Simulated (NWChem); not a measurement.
Molecule: GaH2O2F; SMILES [OH][Ga]([OH])[F]

```xyz
6

Ga    -0.0057     0.0126     0.0000
F     -1.4178    -1.0108     0.0000
O     -0.2468     1.7589     0.0000
H      0.5812     2.2514     0.0000
O      1.5958    -0.7393     0.0000
H      1.5643    -1.7023     0.0000
```
Atoms are numbered in this order, from 1.

Results from NWChem. Structure relaxed at the PBE0/def2-SVP level. Ions are spin-unrestricted doublets at the neutral geometry; other ion states weren't tried.

Question: Predict the results for BHandHLYP/aug-cc-pVDZ. Quantities: vertical ionisation energy, ΔSCF (eV); −ε(HOMO) (eV).

Answer: 
* **vertical ionisation energy, ΔSCF (eV)**: 12.09
* **−ε(HOMO) (eV)**: 11.10
